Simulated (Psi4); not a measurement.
C$_{2}$H$_{6}$Cl$_{2}$Si, triplet, at the geometry of the source list (a higher spin typed on purpose: for a closed-shell molecule this is an excited state); PBE0/STO-3G run with Psi4.

Here is a job for Psi4.
```
memory 2 GB

molecule {
0 3
C     1.46970000   -0.56850000   -0.39370000
Si    0.04640000    0.66220000   -0.12100000
C    -1.52280000   -0.18950000    0.53220000
Cl    0.63840000    2.07840000    1.21270000
Cl   -0.38170000    1.58440000   -1.88200000
H     1.19660000   -1.33230000   -1.11570000
H     2.35960000   -0.06830000   -0.76690000
H     1.73950000   -1.06940000    0.53130000
H    -2.32760000    0.52520000    0.68340000
H    -1.88050000   -0.94260000   -0.16360000
H    -1.33770000   -0.67970000    1.48340000
}

set {
  basis sto-3g
  reference uks
}

energy('pbe0')
print_variables()
```

Question: What does Psi4 print? Leave out banner, timings and long lists.

Answer: 
```
   => Loading Basis Set <=

    Name: STO-3G
    Role: ORBITAL
    Keyword: BASIS

         ---------------------------------------------------------
                                   SCF
               by Justin Turney, Rob Parrish, Andy Simmonett
                          and Daniel G. A. Smith
                              UKS Reference
         ---------------------------------------------------------

  ==> Geometry <==

    Molecular point group: c1
    Full point group: C1

    Geometry (in Angstrom), charge = 0, multiplicity = 3:

       Center              X                  Y                   Z               Mass
    ------------   -----------------  -----------------  -----------------  -----------------
         C            1.396354729641    -1.615058033224    -0.202464008133    12.000000000000
         SI          -0.026945270359    -0.384358033224     0.070235991867    27.976926534650
         C           -1.596145270359    -1.236058033224     0.723435991867    12.000000000000
         CL           0.565054729641     1.031841966776     1.403935991867    34.968852682000
         CL          -0.455045270359     0.537841966776    -1.690764008133    34.968852682000
         H            1.123254729641    -2.378858033224    -0.924464008133     1.007825032230
         H            2.286254729641    -1.114858033224    -0.575664008133     1.007825032230
         H            1.666154729641    -2.115958033224     0.722535991867     1.007825032230
         H           -2.400945270359    -0.521358033224     0.874635991867     1.007825032230
         H           -1.953845270359    -1.989158033224     0.027635991867     1.007825032230
         H           -1.411045270359    -1.726258033224     1.674635991867     1.007825032230

  Running in c1 symmetry.

  Rotational constants: A =      0.08372  B =      0.06115  C =      0.05408 [cm^-1]
  Rotational constants: A =   2509.93295  B =   1833.29675  C =   1621.30757 [MHz]
  Nuclear repulsion =  363.824705210899026

  Charge       = 0
  Multiplicity = 3
  Electrons    = 66
  Nalpha       = 34
  Nbeta        = 32

  ==> Algorithm <==

  SCF Algorithm Type is DF.
  DIIS enabled.
  MOM disabled.
  Fractional occupation disabled.
  Guess Type is SAD.
  Energy threshold   = 1.00e-06
  Density threshold  = 1.00e-06
  Integral threshold = 1.00e-12

  ==> Primary Basis <==

  Basis Set: STO-3G
    Blend: STO-3G
    Number of shells: 27
    Number of basis functions: 43
    Number of Cartesian functions: 43
    Spherical Harmonics?: true
    Max angular momentum: 1

  ==> DFT Potential <==

   => LibXC <=

    Version 7.1.2
    S. Lehtola, C. Steigemann, M. J. T. Oliveira, and M. A. L. Marques,  SoftwareX 7, 1–5 (2018) (10.1016/j.softx.2017.11.002)

   => Composite Functional: PBE0 <=

    PBE0 Hyb-GGA Exchange-Correlation Functional

    C. Adamo and V. Barone,  J. Chem. Phys. 110, 6158 (1999) (10.1063/1.478522)
    M. Ernzerhof and G. E. Scuseria,  J. Chem. Phys. 110, 5029 (1999) (10.1063/1.478401)

    Deriv               =              1
    GGA                 =           TRUE
    Meta                =          FALSE

    Exchange Hybrid     =           TRUE
    MP2 Hybrid          =          FALSE

   => Exchange Functionals <=

    0.7500   Perdew, Burke & Ernzerhof

   => Exact (HF) Exchange <=

    0.2500               HF

   => Correlation Functionals <=

    1.0000   Perdew, Burke & Ernzerhof

   => LibXC Density Thresholds  <==

    XC_HYB_GGA_XC_PBEH:  1.00E-15

   => Molecular Quadrature <=

    Radial Scheme          =       TREUTLER
    Pruning Scheme         =           NONE
    Nuclear Scheme         =       TREUTLER

    Blocking Scheme        =         OCTREE
    BS radius alpha        =              1
    Pruning alpha          =              1
    Radial Points          =             75
    Spherical Points       =            302
    Total Points           =         230519
    Total Blocks           =           1778
    Max Points             =            256
[...]

   -------------------------
    Irrep   Nso     Nmo
   -------------------------
     A         43      43
   -------------------------
    Total      43      43
   -------------------------

  ==> Iterations <==

                           Total Energy        Delta E     RMS |[F,P]|

   @DF-UKS iter SAD: -1272.87004649933920   -1.27287e+03   0.00000e+00
   @DF-UKS iter   1: -1274.64465198470907   -1.77461e+00   6.29349e-03 ADIIS/DIIS
   @DF-UKS iter   2: -1274.58108035036071    6.35716e-02   1.00064e-02 ADIIS/DIIS
   @DF-UKS iter   3: -1274.75028817173757   -1.69208e-01   1.30183e-03 ADIIS/DIIS
   @DF-UKS iter   4: -1274.75274304847107   -2.45488e-03   6.89243e-04 ADIIS/DIIS
   @DF-UKS iter   5: -1274.75368664247708   -9.43594e-04   1.45773e-04 ADIIS/DIIS
   @DF-UKS iter   6: -1274.75376813687194   -8.14944e-05   9.80323e-05 DIIS
   @DF-UKS iter   7: -1274.75379440529946   -2.62684e-05   5.16153e-05 DIIS
   @DF-UKS iter   8: -1274.75380705483371   -1.26495e-05   1.06993e-05 DIIS
   @DF-UKS iter   9: -1274.75380755034803   -4.95514e-07   2.75871e-06 DIIS
   @DF-UKS iter  10: -1274.75380756856634   -1.82183e-08   1.42779e-06 DIIS
   @DF-UKS iter  11: -1274.75380757163498   -3.06864e-09   2.97096e-07 DIIS
  Energy and wave function converged.

  ==> Post-Iterations <==

   Electrons on quadrature grid:
      Nalpha   =   34.0000202109 ; deviation = 2.021e-05
      Nbeta    =   32.0000199900 ; deviation = 1.999e-05
      Ntotal   =   66.0000402009 ; deviation = 4.020e-05

   @Spin Contamination Metric:   3.313265671E-03
   @S^2 Expected:                2.000000000E+00
   @S^2 Observed:                2.003313266E+00
   @S   Expected:                1.000000000E+00
   @S   Observed:                1.000000000E+00

    Orbital Energies [Eh]
    ---------------------

    Alpha Occupied:

[...]
      34A      0.079291

    Alpha Virtual:

[...]
    Beta Occupied:

[...]
    Beta Virtual:

[...]
    Final Occupation by Irrep:
              A
    DOCC [    32 ]
    SOCC [     2 ]
    NA   [    34 ]
    NB   [    32 ]

  @DF-UKS Final Energy: -1274.75380757163498

   => Energetics <=

    Nuclear Repulsion Energy =            363.8247052108990260
    One-Electron Energy =               -2489.2156213941930218
    Two-Electron Energy =                 918.7031317188766479
    DFT Exchange-Correlation Energy =     -68.0660231072177737
    Empirical Dispersion Energy =           0.0000000000000000
    VV10 Nonlocal Energy =                  0.0000000000000000
    Total Energy =                      -1274.7538075716349795

  UHF NO Occupations:
  HONO-2 :   32  A 1.9989502
  HONO-1 :   33  A 1.0000000
  HONO-0 :   34  A 1.0000000
  LUNO+0 :   35  A 0.0010498
  LUNO+1 :   36  A 0.0002465
  LUNO+2 :   37  A 0.0002176
  LUNO+3 :   38  A 0.0000308

Computation Completed

Properties will be evaluated at   0.000000,   0.000000,   0.000000 [a0]

Properties computed using the SCF density matrix

 Multipole Moments:

 ------------------------------------------------------------------------------------
     Multipole            Electronic (a.u.)      Nuclear  (a.u.)        Total (a.u.)
 ------------------------------------------------------------------------------------

 L = 1.  Multiply by 2.5417464519 to convert [e a0] to [Debye]
 Dipole X            :          0.6593851           -0.7483086           -0.0889235
 Dipole Y            :          9.4071834          -10.6760648           -1.2688814
 Dipole Z            :         -1.7190756            1.9509069            0.2318313
 Magnitude           :                                                    1.2929474

 ------------------------------------------------------------------------------------

  Variable Map:
  ----------------------------------------------------------------------------
[...]
  Array Variable Map:
  ----------------------------------------------------------------------------
[...]
[...]
```
